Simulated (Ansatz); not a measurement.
**Counterpoise correction, worked out**

The pair of F⁻ (SMILES [F-], atom 1) and GeH₄ (SMILES [GeH4], atoms 2–6), both closed shells, in one local arrangement (a lower one may exist), relaxed at PBE0-D4/def2-TZVPD:

```xyz
6
angstrom
F 0.5602 -0.2160 -1.7705
Ge -0.0316 0.0122 0.0998
H -0.3984 -1.5019 0.0560
H -1.0377 1.0630 -0.4591
H 1.4371 0.4386 0.4000
H -0.5296 0.2042 1.6739
```

Ansatz 0.2.0; basis: def2-TZVPPD; cores frozen in the correlated methods. Filled d shells of the heavier atoms are correlated. The def2 sets are not built for correlating such inner shells, so the correlated values are less sure here.

MP2 total energies in eV:

| system | geometry | basis functions | energy |
| --- | --- | --- | --- |
| pair | pair | all | -59259.38541 |
| F⁻ | as in the pair | all (partner as ghosts) | -2714.18676 |
| GeH₄ | as in the pair | all (partner as ghosts) | -56543.52210 |
| F⁻ | as in the pair | its own | -2714.14478 |
| GeH₄ | as in the pair | its own | -56543.46442 |
| F⁻ | free (PBE0-D4 minimum) | its own | -2714.14478 |
| GeH₄ | free (PBE0-D4 minimum) | its own | -56544.18724 |

(1) Work out the interaction energy with and without the counterpoise correction, the superposition error, and the binding energy from the relaxed fragments.

No T1 diagnostic of these runs exceeds 0.023.

Answers

(1) Without correction: -59259.38541 − (-2714.14478) − (-56543.46442) = -1.77621 eV.
With correction (each fragment in the whole basis): -59259.38541 − (-2714.18676) − (-56543.52210) = -1.67655 eV = -38.66 kcal/mol.
The superposition error is the difference, 0.09966 eV, 6 % of the uncorrected value: each fragment borrows its partner's functions.
Deformation from the free shapes: 0.00000 eV for F⁻ and 0.72282 eV for GeH₄.
Binding energy from relaxed fragments: -1.67655 + 0.00000 + 0.72282 = -0.95373 eV = -21.99 kcal/mol (electronic, without zero-point energy; negative means bound). The deformation is large: the pair is on the way to a chemical bond or a shared proton. For comparison, the corrected interaction energy by CCSD(T) at an estimated basis limit (MP2 extrapolated from triple and quadruple zeta, plus CCSD(T) − MP2 in triple zeta) is -1.749 eV.

For scale, one of the runs: CCSD(T)/def2-TZVPPD, 162 basis functions, launched by `ansatz run in.yaml --threads 2 --pin off --events-out ev --progress --plain --max-ram 5222MiB`. Hardware: 2 CPU threads of an Intel Xeon Platinum 8175M, shared host. Wall time 33 s; peak host memory 1.3 GiB.
